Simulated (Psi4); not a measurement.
BBr3, charge -1, doublet, at a GFN2-xTB geometry (a state made from the parent by changing its charge; the spin is typed, not shown lowest) (a gas-phase anion, which may not be bound at this level); PBE/STO-3G run with Psi4.

The Psi4 input:
```
memory 2 GB

molecule mol {
-1 2
  B     0.021499   -0.024573   -0.047590
  Br   -1.605477   -1.162906   -0.121495
  Br    0.015551    1.768901   -0.903003
  Br    1.586854   -0.602485    1.031296
}

set basis sto-3g
set reference uks
set dft_nuclear_scheme stratmann

energy('pbe')
print_variables()
```

What the program printed (banner, timings and long lists left out):

```
   => Loading Basis Set <=

    Name: STO-3G
    Role: ORBITAL
    Keyword: BASIS

         ---------------------------------------------------------
                                   SCF
               by Justin Turney, Rob Parrish, Andy Simmonett
                          and Daniel G. A. Smith
                              UKS Reference
         ---------------------------------------------------------

  ==> Geometry <==

    Molecular point group: c1
    Full point group: C1

    Geometry (in Angstrom), charge = -1, multiplicity = 2:

       Center              X                  Y                   Z               Mass
    ------------   -----------------  -----------------  -----------------  -----------------
         B            0.021522199778    -0.024599120405    -0.047640669188    11.009305360000
         BR          -1.605453800222    -1.162932120405    -0.121545669188    78.918337600000
         BR           0.015574199778     1.768874879595    -0.903053669188    78.918337600000
         BR           1.586877199778    -0.602511120405     1.031245330812    78.918337600000

  Running in c1 symmetry.

  Rotational constants: A =      0.03610  B =      0.03610  C =      0.01805 [cm^-1]
  Rotational constants: A =   1082.18828  B =   1082.18798  C =    541.13863 [MHz]
  Nuclear repulsion =  705.133637482987979

  Charge       = -1
  Multiplicity = 2
  Electrons    = 111
  Nalpha       = 56
  Nbeta        = 55

  ==> Algorithm <==

  SCF Algorithm Type is DF.
  DIIS enabled.
  MOM disabled.
  Fractional occupation disabled.
  Guess Type is SAD.
  Energy threshold   = 1.00e-06
  Density threshold  = 1.00e-06
  Integral threshold = 1.00e-12

  ==> Primary Basis <==

  Basis Set: STO-3G
    Blend: STO-3G
    Number of shells: 27
    Number of basis functions: 59
    Number of Cartesian functions: 62
    Spherical Harmonics?: true
    Max angular momentum: 2

  ==> DFT Potential <==

   => LibXC <=

    Version 7.1.2
    S. Lehtola, C. Steigemann, M. J. T. Oliveira, and M. A. L. Marques,  SoftwareX 7, 1–5 (2018) (10.1016/j.softx.2017.11.002)

   => Composite Functional: PBE <=

    PBE GGA Exchange-Correlation Functional

    J.P. Perdew et. al., Phys. Rev. Lett., 77(18), 3865-3868, 1996

    Deriv               =              1
    GGA                 =           TRUE
    Meta                =          FALSE

    Exchange Hybrid     =          FALSE
    MP2 Hybrid          =          FALSE

   => Exchange Functionals <=

    1.0000     XC_GGA_X_PBE
[...]
      Ntotal   =  110.9999949068 ; deviation = -5.093e-06

   @Spin Contamination Metric:   4.874690855E-03
   @S^2 Expected:                7.500000000E-01
   @S^2 Observed:                7.548746909E-01
   @S   Expected:                5.000000000E-01
   @S   Observed:                5.000000000E-01

    Orbital Energies [Eh]
    ---------------------

    Alpha Occupied:

[...]
    Alpha Virtual:

[...]
    Beta Occupied:

[...]
      55A      0.087658

    Beta Virtual:

[...]
      59A      0.518306

    Final Occupation by Irrep:
              A
    DOCC [    55 ]
    SOCC [     1 ]
    NA   [    56 ]
    NB   [    55 ]

  @DF-UKS Final Energy: -7661.20295956539576

   => Energetics <=

    Nuclear Repulsion Energy =            705.1336374829879787
    One-Electron Energy =              -12155.9656832983564527
    Two-Electron Energy =                4068.7469801026727509
    DFT Exchange-Correlation Energy =    -279.1178938527001492
    Empirical Dispersion Energy =           0.0000000000000000
    VV10 Nonlocal Energy =                  0.0000000000000000
    Total Energy =                      -7661.2029595653957585

  UHF NO Occupations:
  HONO-2 :   54  A 1.9997010
  HONO-1 :   55  A 1.9981587
  HONO-0 :   56  A 1.0000000
  LUNO+0 :   57  A 0.0018413
  LUNO+1 :   58  A 0.0002990
  LUNO+2 :   59  A 0.0002989

Computation Completed

Properties will be evaluated at   0.000000,   0.000000,   0.000000 [a0]

Properties computed using the SCF density matrix

 Multipole Moments:

 ------------------------------------------------------------------------------------
     Multipole            Electronic (a.u.)      Nuclear  (a.u.)        Total (a.u.)
 ------------------------------------------------------------------------------------

 L = 1.  Multiply by 2.5417464519 to convert [e a0] to [Debye]
 Dipole X            :         -0.0241953            0.0047753           -0.0194200
 Dipole Y            :          0.0276524           -0.0054580            0.0221944
 Dipole Z            :          0.0535715           -0.0105704            0.0430011
 Magnitude           :                                                    0.0521423

 ------------------------------------------------------------------------------------

  Variable Map:
  ----------------------------------------------------------------------------
[...]
  Array Variable Map:
  ----------------------------------------------------------------------------
[...]
[...]
```
